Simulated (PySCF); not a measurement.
Job for PySCF: R-MP2/6-31G* on CH2O (SMILES C=O) with ghost functions, monomers drawn apart or pushed together.

```python
from pyscf import gto, scf, dft, mp
from pyscf.data.elements import chemcore

mol = gto.M(
    atom='''
    C    -0.22228136    0.05252111    4.17901497
    O     0.88242663   -0.36740973    3.97401360
    H    -0.61234307    0.19632631    5.20498447
    H    -0.90948747    0.31849334    3.35359815
    ghost-C   -0.02331446   -0.00315736    0.11219479
    ghost-H   -0.92380223   -0.61666894    0.13498743
    ghost-H    0.61089034   -0.24874705    0.96280025
    ghost-H    0.51752227   -0.19591626   -0.81338865
    ghost-H   -0.30088969    1.05004129    0.15171320
    ''',
    basis='6-31g*',
    cart=True,
    charge=0, spin=0, verbose=3, max_memory=1800)
mf = scf.RHF(mol)
mf.conv_tol = 1e-8
mf.max_cycle = 100
mf.kernel()
if not mf.converged:
    mf = mf.newton().run(mf.mo_coeff, mf.mo_occ)
pt = mp.MP2(mf, frozen=chemcore(mol)).run()
```

The log:

```
converged SCF energy = -113.866209061926
E(RMP2) = -114.168005803259  E_corr = -0.301796741332423
E(SCS-RMP2) = -114.161741635668  E_corr = -0.295532573741732
```

Self-consistency was reached.

Cost: around 0.5 core-seconds (rough).
